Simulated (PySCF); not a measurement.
## Structure elucidation problem

Molecular formula: C8H9F. Simulated spectra:

$^{1}$H NMR (400 MHz, computed): δ 5.81 (d, 2H), 5.63 (s, 2H), 5.46 (d, 2H), 4.67 (m, 2H), 3.75 (m, 1H).

$^{13}$C{$^{1}$H} NMR (computed): δ 154.6 (C), 153.1 (C), 113.0 (CH2), 108.7 (CH2), 89.8 (CH2), 53.7 (CH).

Theoretical values (PySCF 2.14.0 with density-fitted response routines): NMR shieldings at PBE0/pcSseg-1/GIAO, geometry: GFN2-xTB. One averaged value for each set of equivalent atoms, in vacuum, no relativistic terms, one conformer.

δ = σ(ref) − σ, references computed at the same level: TMS for $^{1}$H, $^{13}$C.

Question: Choose the structure that fits.
A. C=CC(=C)C1=C[C@H](F)C1
B. C=C1C(=C)C(CF)C1=C
C. CCc1ccc(F)cc1
D. C=C1C=CC(CC)=C1F
E. CCc1cccc(F)c1

Answer: B. 

Rings plus π bonds: 4 (1 ring in the answer). 6 carbon signals for 8 carbons: some carbons are equivalent by symmetry or fast rotation. Carbon types of the structure: 3 × C, 1 × CH, 4 × CH2, which accounts for all hydrogens. δC 154.6, 153.1: fully substituted alkene carbon; the olefinic region. δC 113.0, 108.7: terminal =CH2 carbon; as expected for a trigonal carbon in a double bond. δC 89.8: sp3 CH2 bonded to F; pulled downfield by the heteroatom. δH 5.81, 5.63, 5.46: hydrogen on a terminal =CH2 carbon; a vinylic proton, deshielded by the sp2 carbon and the C=C anisotropy. δH 4.67: hydrogen on an sp3 CH2 bonded to F; its carbon carries F, which withdraws density.

The others: CCc1cccc(F)c1 would give 8 carbon signals, not 6; C=C1C=CC(CC)=C1F would give 8 carbon signals, not 6; CCc1ccc(F)cc1 would give 4 signals for carbon-bound and other non-exchanging H, not 5; C=CC(=C)C1=C[C@H](F)C1 would give 8 carbon signals, not 6.

Splittings by $^{19}$F in the carbon and heteronuclear signals aren't shown, as no couplings were computed. Shifts are as computed. Against solution values, carbons near 30 ppm lie about +3 ppm off and those near 130 ppm about +5 ppm. Of 1211 compounds with measured shifts, 218 miss one by over three times the rms of a fit or turn the order of signals round; such compounds aren't used in these exercises. No couplings were computed; multiplicities are counted from neighbouring protons, with m where these are inequivalent, close in shift, in a saturated or five-membered ring or joined by F or P, and br s for small geminal =CH2 splittings.
